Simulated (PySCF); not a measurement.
A ladder for the ionisation energy of Al²⁺

Al²⁺ [Ne] 3s1 (2S) → Al³⁺ [Ne] (1S). Scalar values calculated with PySCF 2.14 in aug-cc-pCVTZ-DK (spin-free X2C; valence: [Ne] frozen; valence and next inner shell: 1s2 frozen; all electrons: nothing frozen). The spin-orbit shift comes from two-component X2C-1e calculations (generalised Hartree-Fock, GHF, and MP2 on its spinors, GMP2) in x2c-QZVPPall-2c: GMP2 gives 28.089 eV without and 28.089 eV with screened spin-orbit coupling, a shift of 0.000 eV (GHF: 0.000 eV). Sums use unrounded values; where a UHF row is shifted, it takes the GHF shift.

```tsv
method	scalar (eV)
UHF	28.088
LDA	28.868
PBE	28.868
PBE0	28.731
r2SCAN	28.429
revPBE	28.760
TPSSh	28.519
PW91	28.921
M06	28.068
MP2 (valence and next inner shell)	28.358
SCS-MP2 (valence and next inner shell)	28.299
MP2 (all electrons)	28.354
SCS-MP2 (all electrons)	28.296
CCSD (valence and next inner shell)	28.360
CCSD(T) (valence and next inner shell)	28.366
CCSD (all electrons)	28.355
CCSD(T) (all electrons)	28.362
```

(1) Form a composite estimate from CCSD(T) (valence and next inner shell) and the spin-orbit shift, and compare it with the reference, 28.448 eV (measured; NIST Atomic Spectra Database, ionization energies).

The errors of the correlated levels include the incompleteness of the basis and the frozen core, so a lower level can come closer by cancellation.

Answers

(1) 28.366 + (0.000) = 28.366 eV, an error of -0.082 eV.
